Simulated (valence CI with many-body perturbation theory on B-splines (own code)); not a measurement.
**Sr XVII: key properties**

Level of theory: configuration interaction combined with many-body perturbation theory (CI+MBPT): four valence electrons over a frozen Dirac-Fock core [Ar], radial functions for each j: 7 s, 7 p, 8 d, 6 f, 4 g, 1 h, with the one-electron correlation potential Σ1 (screened to all orders), the two-electron term Σ2, the three-electron term Σ3, Breit, model QED; selected single and double excitations, second order for the rest, scaled by the run's own slope (own B-spline code, finite nucleus).

No measured spectrum was set against this ion. As an estimate, terms of the open shell hold to 2 to 4 % of their energy, and close levels can change places. Only levels of the ground parity were solved; by the run's estimate the other parity begins above the list, which can be wrong where configurations are misplaced.

Names give the largest LS component (configuration and term), which can be under half, so a name can repeat, a term be missing and a line seem to break the LS rules; names also repeat where a configuration has a term twice.

Rates and lifetimes use the calculated energies. Strong lines usually hold to 10 to 20 %, long lifetimes can be off by a factor of two.

Task: What is the ground level?

Result: 3d4 5D_0, composition 90 % 3d4 5D + 10 % 3d4 3P.

Task: How well does LS coupling describe the low levels?

Result: Among the lowest 20 levels the leading LS term, summed over configurations, holds 80 % on average. For single configurations the figures are 80 % in LS and 60 % in jj coupling. Terms mix most in the J = 3 level at 72292 cm⁻¹, where the leading one holds 50 %.

Task: How is the term 5D of the ground level split?

Result: J = 0 at 0, J = 1 at 3981, J = 2 at 9243, J = 3 at 14809, J = 4 at 20309 cm⁻¹.

Task: What is the ionisation energy?

Result: 611.95 eV; NIST lists 612 ± 3 eV (theoretical).
